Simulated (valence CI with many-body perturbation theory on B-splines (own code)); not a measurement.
Values are calculated unless marked as measured or tabulated.
**Basis-set convergence for Pb XLII**

Level of theory: configuration interaction combined with many-body perturbation theory (CI+MBPT): five valence electrons over a frozen Dirac-Fock core [Kr], a basis of 7 s, 7 p, 8 d, 6 f, 4 g, 1 h functions for each j, with the one-electron correlation potential Σ1, the two-electron term Σ2, the three-electron term Σ3, Breit, model QED; selected CI, second order for the rest, scaled by the run's own slope (own B-spline code, finite nucleus).

The last digits are not significant, and no measured levels were compared; by estimate large intervals hold to a few tenths of a per cent, small ones and those within an open d or f shell to about a per cent. Among the levels kept, up to 410 cm⁻¹ of a level comes from second order outside the variational space, and about a tenth of that is noise between levels of different J, which matters for small intervals. Only levels of the ground parity were solved; by the run's estimate the other parity begins above the list, which can be wrong where configurations are misplaced.

The reference run has the lowest level (4d3/2^4 4d5/2) J=5/2 and an ionisation energy of 2006.14 eV. Its largest variational space holds 19999 state functions.

Levels are named by their leading jj configuration (3d3/2^4 stands for four electrons in 3d with j = 3/2), which in mixed levels can hold well under half, so a name can repeat and another be missing. Letters in brackets count levels of one name in rising energy.

Changed runs:
A. basis 6 s, 6 p, 5 d, 5 f, 1 g
B. basis 5 s, 5 p, 4 d, 4 f

Excitation energies of the reference run in cm⁻¹, and shifts in cm⁻¹:

```csv
Level,Reference,A,B
(4d3/2^3 4d5/2^2) J=5/2 [a],201772,-276,-659
(4d3/2^3 4d5/2^2) J=7/2 [a],244427,-113,+208
(4d3/2^3 4d5/2^2) J=3/2 [a],249791,-90,+182
(4d3/2^3 4d5/2^2) J=11/2,253499,-22,+205
(4d3/2^3 4d5/2^2) J=9/2,269525,-64,+578
(4d3/2^3 4d5/2^2) J=5/2 [b],281281,-40,+882
(4d3/2^3 4d5/2^2) J=1/2,292618,-37,+887
(4d3/2^3 4d5/2^2) J=7/2 [b],296985,+26,+1064
(4d3/2^3 4d5/2^2) J=3/2 [b],356365,+142,+1477
(4d3/2^2 4d5/2^3) J=5/2 [a],443025,-291,-541
(4d3/2^2 4d5/2^3) J=7/2 [a],474055,-252,+35
(4d3/2^2 4d5/2^3) J=11/2,479801,-158,-17
Ionisation energy (eV),2006.14,-0.08,-0.21
```
